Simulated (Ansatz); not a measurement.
Reaction (formal exchange of groups at a C–Si bond): `C[SiH](O)CS` + `CCOBF` → `CCOB(C)F` + `O[SiH2]CS`

Gas-phase electronic energies from Ansatz, PBE0-D4/def2-TZVP geometries. CBS: MP2 limit from def2 TZ/QZ plus the TZ coupled-cluster correction, frozen cores. DFT in def2-TZVPP. Each species was taken in one conformer, which may not be the lowest.

Question: Is it downhill or uphill in electronic energy at CCSD(T)/CBS, and by how much? (Best estimate.)

Answer: Ansatz gave: Downhill: ΔE = -3.4 kJ/mol.

Question: What do these levels give: r2SCAN-D4, PBE0-D4, ωB97X-V, ωB97M-V, PBE, MP2/def2-TZVPP, CCSD/def2-TZVPP, MP2/def2-QZVPP, SCS-MP2/def2-QZVPP, HF/CBS(def2), MP2/CBS(def2), CCSD/CBS(def2)? (An estimate is asked.)

Answer: Ansatz gave: r2SCAN-D4 -5.1, PBE0-D4 -4.1, ωB97X-V -4.9, ωB97M-V -3.8, PBE -4.9, MP2/def2-TZVPP -1.8, CCSD/def2-TZVPP -5.4, MP2/def2-QZVPP -1.1, SCS-MP2/def2-QZVPP -2.6, HF/CBS(def2) -8.5, MP2/CBS(def2) -0.8, CCSD/CBS(def2) -4.4 kJ/mol.

Largest T1 diagnostic among the species: 0.012.

In def2-TZVPP, CCSD(T) changes the Hartree–Fock value by +4.7 kJ/mol (the triples alone add +1.0 kJ/mol) and MP2 by +7.3 kJ/mol.
